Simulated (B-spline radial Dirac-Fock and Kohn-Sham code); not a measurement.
## Total conversion coefficients of Ho against transition energy

Calculated with a radial atomic solver, using a Dirac-Hartree-Slater potential of the neutral atom with a Latter tail (no hole, which puts coefficients of high multipoles low close above an edge), finite nucleus with surface currents. Subshells within 1 keV of threshold and pair formation are left out.

```csv
energy (keV),E1,E2,E3,E4,M1,M5
12.8,16.1,41800,9.67e+06,1.03e+09,183,4.93e+11
17.4,6.99,8950,1.52e+06,1.19e+08,73.3,3.44e+10
20,4.78,4460,655000,4.55e+07,48.4,1.05e+10
21.1,4.12,3410,475000,3.15e+07,41.3,6.66e+09
31.1,1.41,494,46500,2.22e+06,13.0,2.60e+08
50,0.375,47.7,2770,89100,3.20,5.47e+06
51.6,0.343,40.9,2300,72100,2.92,4.26e+06
55.1,0.286,29.8,1560,46300,2.41,2.53e+06
66.1,0.944,14.6,540,13700,8.73,605000
73.2,0.724,9.62,300,6910,6.49,275000
100,0.318,2.86,52.2,883,2.63,27100
126,0.172,1.22,15.2,199,1.36,5400
146,0.116,0.722,7.16,79.1,0.895,2030
200,0.0505,0.246,1.58,12.0,0.372,283
254,0.0273,0.113,0.555,3.17,0.193,70.2
266,0.0242,0.0974,0.458,2.48,0.170,54.2
383,0.00993,0.0327,0.113,0.423,0.0646,7.74
396,0.00917,0.0298,0.100,0.365,0.0592,6.54
398,0.00907,0.0294,0.0987,0.358,0.0584,6.37
415,0.00822,0.0261,0.0854,0.298,0.0523,5.17
430,0.00757,0.0237,0.0757,0.257,0.0477,4.33
499,0.00541,0.0160,0.0466,0.141,0.0325,2.11
500,0.00538,0.0159,0.0463,0.140,0.0323,2.09
510,0.00515,0.0151,0.0435,0.129,0.0307,1.90
1000,0.00131,0.00321,0.00698,0.0144,0.00574,0.109
1170,0.000986,0.00234,0.00484,0.00945,0.00393,0.0607
1290,0.000829,0.00193,0.00389,0.00734,0.00312,0.0429
1320,0.000796,0.00184,0.00370,0.00693,0.00295,0.0396
2000,0.000397,0.000843,0.00154,0.00258,0.00112,0.0103
```

Task: How fast do they fall between 1290 and 2000 keV?

Result: As powers of the energy: E1 E^-1.68, E2 E^-1.89, E3 E^-2.11, E4 E^-2.39, M1 E^-2.34, M5 E^-3.25. Within one type (E or M) the higher multipoles fall faster.
